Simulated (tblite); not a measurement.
Species: C5H2F3O (charge +1).
Atom-mapped SMILES: `[F:1][c:2]1[cH:3][cH:4][o+:5][c:6]([F:7])[c:8]1[F:9]` (hydrogens: H10 on C3; H11 on C4)

Level: GFN2-xTB in tblite, geometry and Hessian alike; calculated harmonic values, unscaled, isolated species. Against measured fundamentals such values can be off by several per cent, at times by over 20.

Harmonic wavenumbers (cm⁻¹): 126.3, 219.9, 243.9, 297.0, 298.3, 451.0, 496.8, 518.9, 541.5, 586.3, 676.3, 714.0, 823.2, 849.8, 903.3, 1039.9, 1066.9, 1179.7, 1217.2, 1249.1, 1309.0, 1406.3, 1449.4, 1518.2, 1546.2, 3037.8, 3078.8.

A = 2397, B = 1754, C = 1013 MHz; mass 135.006 u (most abundant isotopes); point group Cs, symmetry number 1.

Q: What is the zero-point energy?

A: Half the sum of the wavenumbers: 13422 cm⁻¹ = 38.38 kcal/mol.

Q: Entropy at 400 K, 1 bar (ideal gas, RRHO, classical rotation)?

A: Translation 42.10, rotation 29.59, vibration 20.98: S = 92.7 cal/(mol K).

Q: And Cp and H(400 K) − H(0)?

A: Cp = 34.38 cal/(mol K), of which vibrations give 26.43 (their classical limit is 27 R = 53.7); H(400 K) − H(0) = 8.18 kcal/mol without the zero-point energy, 5.00 from vibrations.

Q: How do the functions run with temperature in this model?

A: 
```csv
T (K),S (cal/(mol K)),Cp (cal/(mol K)),H − H(0) (kcal/mol),G − H(0) (kcal/mol),ln q(vib)
100,62.7,12.6,0.94,-5.33,0.28
200,73.9,20.6,2.60,-12.18,1.34
300,83.7,28.0,5.04,-20.06,2.73
500,100.9,39.4,11.88,-38.57,5.85
800,121.7,48.7,25.27,-72.10,10.51
1000,133.0,52.1,35.38,-97.60,13.38
```

q(vib) and H(0) count from the zero-point level.

Q: Which modes carry the vibrational entropy at 400 K?

A: 126.3 cm⁻¹: 3.57; 219.9 cm⁻¹: 2.50; 243.9 cm⁻¹: 2.31; 297.0 cm⁻¹: 1.95; 298.3 cm⁻¹: 1.94; 451.0 cm⁻¹: 1.23 cal/(mol K); the other 21 give 7.47 together.

Q: What must be added to the electronic energy to get the Gibbs energy at 400 K and 1 bar?

A: ZPE + [H(400 K) − H(0)] − T·S = 38.38 + 8.18 − 37.07 = 9.49 kcal/mol.

Hindered rotation and anharmonicity are outside this model.

Run on one thread of an x86-64 server (shared host). The figure is for the frequency step alone.
